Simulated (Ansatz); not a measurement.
Basis-set extrapolation for `CC1[SiH2]C[SiH2]1` (PBE0-D4/def2-TZVP geometry, frozen core, the Gaussian-basis code of Ansatz). Multiplicity 1, RHF reference.

|  | def2-TZVPP | def2-QZVPP |
| --- | --- | --- |
| HF | -697.352855 | -697.376293 |
| MP2 correlation | -0.771478 | -0.822095 |
| CCSD(T) correlation | -0.869686 | not run |

Energies in hartree. Use E(X) = E(∞) + A·exp(−7.88·√X) for Hartree–Fock and E(X) = E(∞) + B·X^(−2.97) for correlation, with X = 3 and 4, and add CCSD(T) minus MP2 of the smaller set to the MP2 limit.

**Question.** What is the CCSD(T) energy at the basis-set limit?

**Answer.** HF limit: -697.376293 + (-0.023438) × 0.13774 = -697.37952. MP2 limit: -0.822095 + (-0.050617) × 0.74074 = -0.85959. Higher-order term: -0.869686 − (-0.771478) = -0.09821. Total: -698.33732 hartree, 301.4 kJ/mol below CCSD(T)/def2-TZVPP.
